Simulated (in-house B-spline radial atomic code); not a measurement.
A radial electron density 4πr²n(r) was computed for an atom or ion in its tabulated ground configuration with a B-spline radial code for spherical atoms; method: non-relativistic Hartree-Fock, average of configuration. Columns: r (bohr), 4πr²n(r) (electrons per bohr), bar.

```
 0.00157    1.404 #
 0.00186    1.924 #
  0.0022    2.616 ##
 0.00261    3.557 ##
  0.0031    4.816 ###
 0.00367    6.434 ####
 0.00435    8.538 ######
 0.00516    11.23 ########
 0.00612    14.57 ##########
 0.00726    18.64 #############
  0.0086    23.39 ################
  0.0102    28.79 ####################
  0.0121    34.61 ########################
  0.0143     40.3 ############################
   0.017    45.65 ################################
  0.0202    49.75 ##################################
  0.0239    51.95 ####################################
  0.0283    52.05 ####################################
  0.0336    50.17 ###################################
  0.0398    47.33 #################################
  0.0472    45.08 ###############################
   0.056    45.25 ###############################
  0.0664    48.85 ##################################
  0.0787    55.16 ######################################
  0.0933    61.42 ##########################################
   0.111    63.71 ############################################
   0.131    59.39 #########################################
   0.155     49.2 ##################################
   0.184    37.44 ##########################
   0.219    30.22 #####################
   0.259    30.16 #####################
   0.307    33.56 #######################
   0.364    34.02 #######################
   0.432    27.96 ###################
   0.512    17.76 ############
   0.607    8.391 ######
    0.72    2.826 ##
   0.853    0.654 
    1.01  0.09805 
     1.2  0.00836 
    1.42 0.0004162
```

(1) Which atom or ion is it?
A. Mo21+
B. Zr21+
C. Nb21+
D. Rh22+

## Answers

(1) A. The area under the curve, ∫4πr²n dr = ∫r·4πr²n d(ln r) on this logarithmic grid, is 21 electrons, which only this option has. The configuration is [Ar] 3d3.
